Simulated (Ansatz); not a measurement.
The cluster Cu3F3 (the lowest singlet isomer of a short search) was relaxed with r2SCAN-D4 (def2-SVP) in Ansatz in these states: neutral quintet, neutral singlet, neutral triplet. The geometries follow in no particular order.

A:

```xyz
6

Cu    0.2972   -0.3543   -0.8240
Cu   -0.3171    2.2386    0.0191
Cu   -0.2845   -1.5218    1.6478
F    -0.3246    0.3875    0.9013
F     0.3415   -2.0569   -0.1391
F     0.2875    1.3069   -1.6050
```

B:

```xyz
6

Cu    0.048    1.303   -0.439
Cu   -0.837   -0.951   -0.676
Cu    0.788   -0.404    1.134
F    -0.077   -2.055    0.692
F     1.272    1.470    1.019
F    -1.195    0.637   -1.730
```

C:

Cartesian coordinates in Å:
```
Cu 0.351 -1.180 0.649
Cu 0.628 0.352 -1.193
Cu -0.978 0.830 0.542
F -0.539 1.818 -1.000
F -0.964 -0.541 1.837
F 1.503 -1.278 -0.836
```

Question: Judge from the bond lengths which geometry belongs to which state (an estimate).

Answer: A is the neutral quintet (Cu2–Cu3 4.098 Å, Cu1–Cu2 2.795 Å, Cu1–Cu3 2.795 Å); B is the neutral triplet (Cu2–Cu3 2.493 Å, Cu1–Cu2 2.434 Å, Cu1–Cu3 2.437 Å); C is the neutral singlet (Cu2–Cu3 2.412 Å, Cu1–Cu2 2.412 Å, Cu1–Cu3 2.412 Å).

At r2SCAN-D4/def2-SVP the gap within one spin of the charge 0 triplet nearly closes, so an electron or hole may be smeared out by delocalisation error. At PBE0-D4/def2-TZVP a singlet lies 5.47 eV below the neutral quintet. At PBE0-D4/def2-TZVP a singlet lies 2.71 eV below the neutral triplet. These are the stationary points nearest to one start from a short search; other shapes may lie lower in each state.
